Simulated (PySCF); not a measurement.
Ta(NH)(F)(Cl)2 (Cl2FHNTa), SMILES [NH]=[Ta]([F])([Cl])[Cl], multiplicity 1. Geometry: B3LYP-D3(BJ)/def2-SVP. The spin state was assumed, not searched. The structure was generated by enumeration; whether it is a known compound was not checked. The def2 effective core potentials stand for the cores of Ta; spin–orbit coupling is left out.

**Question.** Give the equilibrium geometry at B3LYP-D3(BJ)/def2-SVP (PySCF confirms it by a frequency run) as bond lengths and angles, and its point group. (An estimate is asked for; the answer gives what the named calculation found.)

**Answer.** point group Cs.
Atoms: Ta1 N2 H3 F4 Cl5 Cl6. Bond lengths (Å): Ta1–N2 1.758, Ta1–F4 1.884, Ta1–Cl5 2.319, Ta1–Cl6 2.319, N2–H3 1.015. Angles (°): N2–Ta1–F4 107.5, N2–Ta1–Cl5 107.4, N2–Ta1–Cl6 107.4, F4–Ta1–Cl5 111.3, F4–Ta1–Cl6 111.3, Cl5–Ta1–Cl6 111.8, Ta1–N2–H3 179.0.
Charge 0, spin multiplicity 1.
